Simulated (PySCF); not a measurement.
First SCF of a structure search on singlet Cs₄, at a hand-made square geometry. PySCF input:

```python
from pyscf import gto, scf, dft
mol = gto.M(atom='''
Cs     2.505600     2.505600     0.000000
Cs    -2.505600     2.505600     0.000000
Cs    -2.505600    -2.505600     0.000000
Cs     2.505600    -2.505600     0.000000''',
    basis={'Cs': 'def2-TZVP'},
    ecp={'Cs': 'def2-TZVP'},
    charge=0, spin=0)
mf = dft.RKS(mol, xc='PBE0')
mf.grids.atom_grid = (50, 194)
aux = {'Cs': 'def2-universal-JKFIT'}
mf = mf.density_fit(auxbasis=aux)
mf.conv_tol = 1e-08
mf.diis_space = 10
mf.max_cycle = 60
mf.init_guess = 'minao'
mf.verbose = 4
mf.kernel()
```

Excerpt of the output (cycles and frontier levels):

```
init E= -67.2797151352437
cycle= 1 E= -80.367189187712  delta_E= -13.1  |g|= 0.592  |ddm|= 5.28
  HOMO = -0.0257767463011133  LUMO = -0.0228089891847179  gap/eV = 0.08076
cycle= 2 E= -80.3536422522858  delta_E= 0.0135  |g|= 0.679  |ddm|= 5.04
  HOMO = -0.0716382205981023  LUMO = -0.0603436580903678  gap/eV = 0.30734
cycle= 3 E= -80.5805983126292  delta_E= -0.227  |g|= 0.0809  |ddm|= 1.74
  HOMO = -0.0786592373783621  LUMO = -0.064798291170977  gap/eV = 0.37718
cycle= 4 E= -80.5831591467386  delta_E= -0.00256  |g|= 0.0229  |ddm|= 0.333
  HOMO = -0.0793098618575623  LUMO = -0.0638506062482802  gap/eV = 0.42067
cycle= 5 E= -80.5834763871679  delta_E= -0.000317  |g|= 0.0172  |ddm|= 0.21
  HOMO = -0.0793052583399605  LUMO = -0.0637552228676397  gap/eV = 0.42314
cycle= 6 E= -80.5836528933121  delta_E= -0.000177  |g|= 0.00531  |ddm|= 0.0716
  HOMO = -0.0794961731077428  LUMO = -0.0636571435587323  gap/eV = 0.43100
cycle= 7 E= -80.5837671808133  delta_E= -0.000114  |g|= 0.00533  |ddm|= 0.0981
... 17 lines left out ...
cycle= 16 E= -80.5844419425643  delta_E= -1.25e-06  |g|= 0.000309  |ddm|= 0.00982
  HOMO = -0.0805230422539571  LUMO = -0.0628336748343172  gap/eV = 0.48135
cycle= 17 E= -80.5844420134532  delta_E= -7.09e-08  |g|= 0.000191  |ddm|= 0.00816
  HOMO = -0.0805080638510149  LUMO = -0.0628454641881757  gap/eV = 0.48062
cycle= 18 E= -80.5844420325115  delta_E= -1.91e-08  |g|= 6.88e-05  |ddm|= 0.000968
  HOMO = -0.080498773712632  LUMO = -0.0628531590877381  gap/eV = 0.48016
cycle= 19 E= -80.5844420353984  delta_E= -2.89e-09  |g|= 7.85e-06  |ddm|= 0.000767
  HOMO = -0.080499376640819  LUMO = -0.0628527675136958  gap/eV = 0.48019
Extra cycle  E= -80.5844420354051  delta_E= -6.76e-12  |g|= 8.34e-06  |ddm|= 6.36e-05
converged SCF energy = -80.5844420354051
```

No lower solution of this spin was found from smeared starts or by a stability analysis within the restricted form, which does not test spin polarisation.

The search for the lowest solution, 3 starts and the stability check together, took 12 s on 2 threads of a shared Arm Neoverse V2 host, with 116 basis functions. Launch command: `OMP_NUM_THREADS=2 python axn.py task.json out`.
